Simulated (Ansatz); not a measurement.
`O[SiH2]O` and `O[SiH](O)[SiH3]` differ in one atom or group.

Ansatz, PBE0-D4/def2-TZVP geometries, multiplicity 1. Each molecule was computed in one conformer, which needn't be the lowest.

| property | `O[SiH2]O` |
| --- | --- |
| size of the dipole moment (ωB97M-V/def2-TZVPP) / D | 1.06 |
| HOMO–LUMO gap (PBE/def2-TZVPP) / eV | 7.01 |
| HOMO energy (B3LYP/def2-TZVPP) / eV | -8.69 |
| LUMO energy (PBE/def2-TZVPP) / eV | -0.37 |
| HOMO energy (ωB97M-V/def2-TZVPP) / eV | -11.20 |
| HOMO energy (PBE/def2-TZVPP) / eV | -7.37 |

**Question.** What does the change do to each property? (Best estimate.)

**Answer.** The calculation gave: 
```tsv
property	`O[SiH](O)[SiH3]`	shift
size of the dipole moment (ωB97M-V/def2-TZVPP) / D	1.15	0.09
HOMO–LUMO gap (PBE/def2-TZVPP) / eV	5.71	-1.30
HOMO energy (B3LYP/def2-TZVPP) / eV	-7.72	0.97
LUMO energy (PBE/def2-TZVPP) / eV	-0.98	-0.61
HOMO energy (ωB97M-V/def2-TZVPP) / eV	-9.99	1.21
HOMO energy (PBE/def2-TZVPP) / eV	-6.69	0.68
```

With PBE0 the HOMO rises by 0.98 eV and the LUMO falls by 0.64 eV, so the gap narrows by about 1.62 eV. PBE moves the HOMO by 0.68 eV and ωB97M-V by 1.21 eV. The zero-point energy changes by 43.4 kJ/mol with +9 modes. Dipoles are sizes alone; their direction can turn.

B3LYP here is the variant with VWN-RPA as its local correlation; programs differ in this.
